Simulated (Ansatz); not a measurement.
`CB(Cl)N([SiH3])[SiH3]`. The species carries charge 0 and has multiplicity 1.

```xyz
15

C     0.277    1.679    1.539
B    -0.470    0.452    0.926
Cl   -1.969   -0.050    1.784
N    -0.123   -0.308   -0.212
Si   -1.136   -1.672   -0.689
Si    1.265   -0.029   -1.248
H    -0.385    2.551    1.528
H     1.205    1.949    1.037
H     0.496    1.487    2.593
H    -0.458   -2.233   -1.891
H    -2.499   -1.239   -1.070
H    -1.182   -2.716    0.361
H     2.153   -1.219   -1.223
H     2.023    1.158   -0.794
H     0.803    0.189   -2.642
```

Problem. Give the diagnostics of a CCSD(T)/def2-TZVPP run (frozen core, the Gaussian-basis code of Ansatz). (An estimate is asked.)

Solution. The calculation gave: T1 = 0.0116, largest single amplitude 0.019, largest double 0.015, (T) share of the correlation energy 3.9 %, 9 CCSD cycles. The RHF solution is stable towards an unrestricted one. T1 lies under the customary mark of 0.02 for closed shells.
